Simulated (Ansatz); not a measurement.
C$_{2}$H$_{8}$AlIn (`[CH3][Al]([CH3])[InH2]`). The species carries charge 0 and has multiplicity 1. In takes the def2 core potential.

Cartesian coordinates in Å:
```
C -0.977 -0.300 1.702
Al -0.028 0.033 0.019
C -0.206 1.806 -0.801
In 1.469 -1.869 -1.119
H -1.145 -1.358 1.916
H -0.389 0.106 2.535
H -1.944 0.213 1.724
H 0.579 2.046 -1.522
H -0.230 2.595 -0.043
H -1.162 1.860 -1.337
H 0.875 -3.009 -2.296
H 3.160 -2.122 -0.778
```

List the harmonic frequencies (cm⁻¹, unscaled) at PBE0-D4/def2-TZVP in Ansatz. (An estimate is asked.)

Ansatz gave: 24i, 22, 93, 98, 140, 141, 251, 272, 439, 544, 589, 604, 628, 638, 690, 740, 1209, 1212, 1432, 1434, 1440, 1445, 1742, 1748, 3026, 3027, 3098, 3099, 3130, 3130.
